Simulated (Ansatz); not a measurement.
Geometry optimisation, RKS PBE0-D4/def2-SVP in Ansatz.

Input file:

```yaml
crystal:
  periodic: [false, false, false]
  atoms:
    - { symbol: Ta, position_ang: [-0.722538, 0.432367, 0.317167] }
    - { symbol: "N", position_ang: [2.427352, -0.686127, 0.051103] }
    - { symbol: H, position_ang: [3.063014, -1.044338, 0.752457] }
    - { symbol: H, position_ang: [2.970522, -0.569496, -0.805568] }
    - { symbol: O, position_ang: [-0.811628, 0.274132, 2.197937] }
    - { symbol: H, position_ang: [-0.521313, 0.495392, 3.087332] }
    - { symbol: F, position_ang: [-0.278531, 1.191135, -1.368983] }
    - { symbol: F, position_ang: [-2.494077, 1.04181, 0.149826] }
    - { symbol: O, position_ang: [-0.225624, -1.314611, -0.120942] }
    - { symbol: H, position_ang: [0.783258, -1.367537, -0.125045] }
    - { symbol: H, position_ang: [0.723368, 1.413839, 0.72703] }
    - { symbol: H, position_ang: [2.158798, 0.272734, 0.357985] }
basis:
  gaussian: { orbitals: def2-SVP }
hamiltonian:
  xc: pbe0
  dispersion: d4
relax:
  f_tol: 0.03
  max_steps: 50
output:
  orbitals: {}
```

Run as:

```bash
$ ansatz run input.yaml --threads 4 --pin off --max-ram 5120MiB --backend cpu --events-out ev --progress --plain --runs-dir out
```

Q: Where does it end, and by what steps?

A: It converged. After 30 steps the energy has fallen by 0.376 eV; H6 moved furthest, 1.73 Å.

```json
{"step": "0", "energy less start (eV)": "0.0000", "largest force component (eV/Å)": "0.631", "accepted": "yes"}
{"step": "2", "energy less start (eV)": "-0.0727", "largest force component (eV/Å)": "0.697", "accepted": "yes"}
{"step": "4", "energy less start (eV)": "-0.1267", "largest force component (eV/Å)": "0.374", "accepted": "yes"}
{"step": "6", "energy less start (eV)": "-0.1679", "largest force component (eV/Å)": "0.653", "accepted": "yes"}
{"step": "8", "energy less start (eV)": "-0.1941", "largest force component (eV/Å)": "0.420", "accepted": "yes"}
{"step": "10", "energy less start (eV)": "-0.2604", "largest force component (eV/Å)": "0.386", "accepted": "yes"}
{"step": "12", "energy less start (eV)": "-0.2871", "largest force component (eV/Å)": "0.534", "accepted": "yes"}
{"step": "14", "energy less start (eV)": "-0.3137", "largest force component (eV/Å)": "0.312", "accepted": "yes"}
{"step": "16", "energy less start (eV)": "-0.3260", "largest force component (eV/Å)": "0.097", "accepted": "yes"}
{"step": "18", "energy less start (eV)": "-0.3350", "largest force component (eV/Å)": "0.197", "accepted": "yes"}
{"step": "20", "energy less start (eV)": "-0.3435", "largest force component (eV/Å)": "0.253", "accepted": "yes"}
{"step": "22", "energy less start (eV)": "-0.3451", "largest force component (eV/Å)": "0.158", "accepted": "yes"}
{"step": "24", "energy less start (eV)": "-0.3576", "largest force component (eV/Å)": "0.395", "accepted": "yes"}
{"step": "26", "energy less start (eV)": "-0.3702", "largest force component (eV/Å)": "0.185", "accepted": "yes"}
{"step": "28", "energy less start (eV)": "-0.3740", "largest force component (eV/Å)": "0.068", "accepted": "yes"}
{"step": "30", "energy less start (eV)": "-0.3758", "largest force component (eV/Å)": "0.024", "accepted": "yes"}
```

```xyz
12
Properties=species:S:1:pos:R:3
Ta -0.567 0.609 0.765
N 2.561 -1.001 -0.515
H 3.510 -0.927 -0.152
H 2.546 -1.768 -1.184
O -1.722 0.486 2.242
H -2.226 0.749 3.011
F 0.590 1.218 -0.643
F -1.944 0.487 -0.529
O 0.620 -0.743 1.195
H 1.416 -0.975 0.575
H -0.065 2.143 1.482
H 2.354 -0.139 -1.024
```

Whether the end is a true minimum wasn't checked by a vibrational analysis.

Run time: 92 s on 4 threads of Arm Neoverse V1 (shared host), peak memory 0.35 GiB.
